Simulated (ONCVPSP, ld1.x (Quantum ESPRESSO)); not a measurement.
Hardness and transferability of assorted potentials

Generated with ld1.x 7.5 (TM, RRKJ, ultrasoft, PAW), atompaw 4.2 or ONCVPSP 4.0.1. The cutoff is in Ry: for ld1.x and atompaw files where the sum of valence levels is converged to 10 mRy in a Bessel basis, for ONCV files where the hardest occupied wave has 1 mHa per electron of residual kinetic energy. The error is the largest all-electron minus pseudo excitation energy over each file’s own four to seven test configurations (ionisations up to +4, promotions, holes and added fractions of an electron), all of which were solved. The labels leave out finer settings (local radius, basis sizes, second energies), which also bear on the numbers. Spin-polarised tests are not counted. The rows are a selection from randomly drawn settings: files with unsolved tests, undetermined cutoffs or missed reference levels are left out.

A true bound ghost makes a file unfit for plane-wave use even where its test errors are small: the radial tests pick states by their node count and pass the ghost by.

| element | potential | cutoff (Ry) | largest error (meV) | bound ghosts |
| --- | --- | --- | --- | --- |
| S | ONCV, PBE, non-relativistic, rc 1.05/1.40/1.40 (spd), local smoothed, core correction no, reference 3s2 3p4, qcut 5.7/6.9/7.4, projectors 2/2/2 | 149 | +143 | s |
| Ga | ONCV, PBEsol, fully relativistic, rc 1.20/1.10/1.10 (spd), local smoothed, core correction no, reference 3s2 3p6 3d10 4s2, qcut 8.2/11.2/12.2, projectors 2/1/2 | 141 | +22 | none |
| Br | TM, PBE, scalar-relativistic, rc 1.15/1.75/1.80 (spd), local d, core correction no, reference 4s2 4p3 | 90 | -51 | none |
| Ru | ONCV, PBE, fully relativistic, rc 2.45/1.30/2.10/2.10 (spdf), local smoothed, core correction no, reference 4p6 4d7 5s1, qcut 2.2/7.1/7.8/5.4, projectors 2/2/2/1 | 44 | +57 | s |
| Rh | ONCV, PBE, fully relativistic, rc 2.85/2.80/2.20 (spd), local smoothed, core correction no, reference 4d8 5s0.75, qcut 2.5/2.7/8.2, projectors 1/2/3 | 42 | +30 | none |
| Pr | ONCV, PBE, scalar-relativistic, rc 2.45/1.75/2.55 (spd), local smoothed, core correction yes, reference 5s2 5p6 5d1 6s2, qcut 4.8/5.3/3.4, projectors 2/2/2 | 25 | -36 | none |

Fill in the row for As: ONCV, Wu-Cohen, scalar-relativistic, rc 2.24/1.98/2.50 (spd), local smoothed, core correction yes, reference 4s2 4p2, qcut 3.5/5.9/5.9, projectors 3/2/1.

cutoff 41 Ry, largest error -40 meV, bound ghosts: none.
